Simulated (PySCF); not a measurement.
Excitation energy of Nb by level of theory

Nb [Kr] 4d4 5s1 (6D) → Nb [Kr] 4d3 5s2 (4F), as a difference of total energies. Calculation: PySCF 2.14, in def2-QZVPPD with the def2 core potential (28 electrons); scalar relativity through the core potential. Correlated levels: valence and next inner shell: nothing frozen outside the core potential. The calculations carry no spin-orbit coupling.

| method | excitation energy (eV) | error (eV) |
| --- | --- | --- |
| UHF | 0.711 | +0.527 |
| MP2 (valence and next inner shell) | 0.445 | +0.261 |
| SCS-MP2 (valence and next inner shell) | -0.123 | -0.307 |
| CCSD (valence and next inner shell) | 0.287 | +0.103 |
| CCSD(T) (valence and next inner shell) | 0.190 | +0.006 |

Reference: 0.184 eV (measured; NIST levels, between the centres of gravity of the two terms).

Errors of the correlated levels include the incompleteness of this basis.
